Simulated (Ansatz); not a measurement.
Ag₂Au: single points at one geometry.

```yaml
crystal:
  periodic: [false, false, false]
  atoms:
    - {symbol: Au, position_ang: [0.155597, -1.343339, -0.799313]}
    - {symbol: Ag, position_ang: [-0.541982, 1.252660, -0.666761]}
    - {symbol: Ag, position_ang: [0.386385, 0.090669, 1.466074]}
basis:
  gaussian: {orbitals: def2-TZVP, initial_orbitals: start.molden}
magnetization: {spin_polarized: true, initial_magnetization: 1}
hamiltonian: {xc: {name: r2SCANh}, dispersion: d4}
scf: {omitted_lower_state_checks: [starts]}
output: {orbitals: {seedname: orbitals}}
```

The file start.molden holds the orbitals of an earlier run on this structure, at another level or in another basis.

```sh
$ ansatz run in.yaml --threads 4 --pin off --events-out ev --progress --plain --max-ram 3916MiB
```

Output, abridged:

```
Functional definition: r2SCANh
1064 factors; their error is unknown
mean field evaluation 1: about -11696.9697 eV, gradient 2.3e0 eV
mean field evaluation 2: about -11696.9961 eV, gradient 4.2e-2 eV
mean field evaluation 4: about -11697.0320 eV, gradient 1.7e-4 eV
mean field evaluation 8: about -11697.0320 eV, gradient 1.6e-5 eV
mean field -11697.03200430 eV, -429.8579976251 hartree, gradient 1.6e-5 eV, S^2 0.764460; 0 other end points of the search recorded, 0 dependent functions left out
reference -11697.03202618 eV, -429.8579984291 hartree; 29, 28 occupied and 91, 92 virtual orbitals, 1064 factors
Total energy: -11697.05793746 eV, -429.8589506509 hartree
Checks for a lower state left out: starts
```

Run time 6 s (4 threads of Arm Neoverse V1 on a shared host).

As the first input, with `hamiltonian: {xc: r2scan, dispersion: d4}` (abridged; 5.5 s):

```
Functional definition: r2SCAN
mean field -11698.64369372 eV, -429.9172261189 hartree, gradient 1.1e-5 eV, S^2 0.762131
Total energy: -11698.66568478 eV, -429.9180342753 hartree
Checks for a lower state left out: starts
```

First input, but with `correlation: {method: ccsd_t}`, `scf: {omitted_lower_state_checks: [starts, cluster_reference]}` and without the key `hamiltonian` (abridged; 70 s):

```
Functional definition: HF
mean field -11620.73580574 eV, -427.0541640434 hartree, gradient 4.6e-6 eV, S^2 0.809141
second order -37.93423689 eV of doubles, -0.00000000 eV of singles
cycle   1  -34.08081539 eV  change     3.9e0 eV  update   1.8e-1
cycle   2  -35.17890559 eV  change    -1.1e0 eV  update   6.2e-2
cycle   3  -35.37579107 eV  change   -2.0e-1 eV  update   3.3e-2
cycle   4  -35.33714710 eV  change    3.9e-2 eV  update   1.4e-2
cycle   5  -35.31682612 eV  change    2.0e-2 eV  update   6.7e-3
cycle   6  -35.32432580 eV  change   -7.5e-3 eV  update   3.1e-3
cycle   7  -35.32827792 eV  change   -4.0e-3 eV  update   1.7e-3
cycle   8  -35.32745114 eV  change    8.3e-4 eV  update   8.3e-4
cycle   9  -35.32724385 eV  change    2.1e-4 eV  update   4.5e-4
cycle  10  -35.32762618 eV  change   -3.8e-4 eV  update   2.1e-4
cycle  11  -35.32712666 eV  change    5.0e-4 eV  update   1.1e-4
cycle  12  -35.32725931 eV  change   -1.3e-4 eV  update   5.2e-5
cycle  13  -35.32728199 eV  change   -2.3e-5 eV  update   2.3e-5
perturbative correction -0.91843162 eV, -0.0337517396 hartree
Total energy: -11656.98151935 eV, -428.3861694503 hartree
Checks for a lower state left out: starts, cluster_reference
```

As the first input, with `hamiltonian: {xc: {name: BLYP}, dispersion: d4}` (abridged; 2.2 s):

```
Functional definition: BLYP
mean field -11692.30814888 eV, -429.6843991401 hartree, gradient 3.4e-5 eV, S^2 0.752057
Total energy: -11692.57267792 eV, -429.6941204031 hartree
Checks for a lower state left out: starts
```

As the first input, with `hamiltonian: {xc: {name: wB97M-V}}` (abridged; 18 s):

```
Functional definition: wB97M-V
mean field -11687.93094769 eV, -429.5235399635 hartree, gradient 2.6e-5 eV, S^2 0.766508
Total energy: -11687.93099195 eV, -429.5235415900 hartree
Checks for a lower state left out: starts
```

First input, but with `hamiltonian: {xc: {name: r2SCAN0}, dispersion: d4}` (abridged; 7.5 s):

```
Functional definition: r2SCAN0
mean field -11694.67265329 eV, -429.7712930747 hartree, gradient 4.2e-5 eV, S^2 0.768260
Total energy: -11694.70278031 eV, -429.7724002222 hartree
Checks for a lower state left out: starts
```

The first input with `hamiltonian: {xc: pbe, dispersion: d4}`, `output: {forces: true, orbitals: {seedname: orbitals}}` (abridged; 2.6 s):

```
Functional definition: PBE
mean field -11696.27051711 eV, -429.8300134870 hartree, gradient 1.2e-5 eV, S^2 0.753637
Total energy: -11696.39967939 eV, -429.8347601131 hartree
Atom 0 force     0.031243    -0.270959    -0.161731 eV/Å
Atom 1 force    -0.122244     0.268626    -0.164401 eV/Å
Atom 2 force     0.091002     0.002333     0.326132 eV/Å
Dipole moment:    -0.038729     0.334630     0.199221 e Å
Checks for a lower state left out: starts
```

Geometry: r2SCAN-D4/def2-TZVP.

In the def2 sets Ag, Au take a core potential; there is no spin–orbit coupling. Correlated methods freeze no core orbitals; core or outer-core shells of Au, Ag are correlated, in sets that lack core-valence functions. The structure comes from a short search, and lower isomers may exist.
